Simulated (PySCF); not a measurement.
# Electric properties by functional and basis

CH8AsB.
Structure used (PBE0-D3(BJ)/def2-SVP), in Å, numbered top down from 1:
```xyz
11
CH8AsB angstrom
B      1.6146    0.6084   -0.5657
As     0.0459   -0.5812   -0.0571
C     -1.4925    0.3343    0.6806
H      1.8911    1.1455    0.4968
H      1.1197    1.3575   -1.3950
H      2.4658   -0.1498   -0.9977
H      0.2808   -1.6653    0.9697
H     -0.5870   -1.4264   -1.1388
H     -2.2995   -0.3645    0.9349
H     -1.1695    0.8778    1.5788
H     -1.8466    1.0625   -0.0616
```

PySCF, dipoles from the SCF density, polarisabilities from static response with core orbitals frozen. Geometry: PBE0-D3(BJ)/def2-SVP; no solvent, vibrations or thermal averaging. The LDA/def2-SVPD calculation is non-relativistic and has no spin–orbit coupling, an omission that weighs most on arsenic.

The anisotropy is √(½[(α1 − α2)² + (α2 − α3)² + (α3 − α1)²]).

```
              level  μ (D)  α (Å³)  anisotropy (Å³)
      LDA/def2-SVPD  4.435   10.18             2.99
      PBE/def2-SVPD  4.420    9.95             2.90
    B3LYP/def2-SVPD  4.486    9.70             2.67
     PBE0/def2-SVPD  4.559    9.59             2.64
BHandHLYP/def2-SVPD  4.619    9.35             2.42
CAM-B3LYP/def2-SVPD  4.603    9.55             2.51
  wB97X-D/def2-SVPD  4.606    9.54             2.49
  LC-wPBE/def2-SVPD  4.745    9.28             2.35
       HF/def2-SVPD  4.800    9.00             2.09
        PBE0/6-31G*  4.647    7.92             2.18
      PBE0/def2-SVP  4.634    8.47             2.23
   PBE0/aug-cc-pVDZ  4.532    9.75             2.68
     PBE0/def2-TZVP  4.560    9.26             2.56
    PBE0/def2-TZVPD  4.520    9.71             2.70
```

The dipole runs from 4.42 D (PBE/def2-SVPD) to 4.80 D (HF/def2-SVPD). No reference polarisability is at hand; against PBE0 in the largest diffuse basis at hand (def2-TZVPD) the other PBE0 rows deviate by 6-31G* -18%, def2-SVP -13%, def2-SVPD -1%, aug-cc-pVDZ 0%, def2-TZVP -5%. In one basis (def2-SVPD) the functionals order the polarisability from HF (lowest) to LDA (highest), a spread of 13%. With PBE0 the polarisability is 8.55 Å³ without diffuse functions (mean of 6-31G*, def2-SVP and def2-TZVP) and 9.68 Å³ with them (mean of def2-SVPD, aug-cc-pVDZ and def2-TZVPD).
